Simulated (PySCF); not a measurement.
Computed with PySCF and rigid-rotor harmonic-oscillator thermochemistry at 1 bar. The comparison is the NASA 1993 polynomial table, which mixes measured and estimated data. 6-31G* has spherical d functions here. Open shells (unrestricted): CaF (multiplicity 2). B3LYP is the form with VWN-RPA correlation. The harmonic model lacks anharmonicity and excited electronic states, which grow with temperature; levels with a mode under 35 cm⁻¹ are left out. The table's entry may be an old estimate for CaF (not checked at source).

Harmonic frequencies at B3LYP/6-31G* (cm⁻¹): 582. Point group C∞v; S°(298 K) = 229.8 J/mol/K at this level.

Task: Work out Cp and S° of gaseous CaF at 500, 800, 1200, 1600, 2000 K from these, and set them beside the table.

Result: 
| T (K) | Cp B3LYP/6-31G* | Cp table | S° B3LYP/6-31G* | S° table |
|---|---|---|---|---|
| 500 | 35.7 | 35.9 | 247.7 | 247.7 |
| 800 | 36.7 | 37.0 | 264.8 | 264.8 |
| 1200 | 37.1 | 37.5 | 279.8 | 280.0 |
| 1600 | 37.2 | 37.9 | 290.4 | 290.8 |
| 2000 | 37.3 | 38.1 | 298.8 | 299.3 |
Units J/mol/K.
